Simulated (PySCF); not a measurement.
Radial density of Ga³⁺ (gallium, charge +3)

UHF, [Ar] 3d10, closed-shell 1S. Computed with PySCF 2.14 in x2c-TZVPall (6s5p4d1f, 48 functions), with scalar relativity by spin-free X2C-1e.

```csv
r (bohr),4πr²ρ (e/bohr)
0.000769,0.2373
0.00129,0.5912
0.00217,1.464
0.00366,3.516
0.00615,7.953
0.0104,16.31
0.0174,28.40
0.0293,37.58
0.0493,34.44
0.0828,31.13
0.139,43.20
0.234,31.42
0.394,22.26
0.663,24.47
1.12,7.255
1.88,0.6080
3.16,0.006620
5.31,0.0001229
```

Densities and radii are taken from the X2C orbitals without a picture-change correction, which distorts them close to the nucleus.
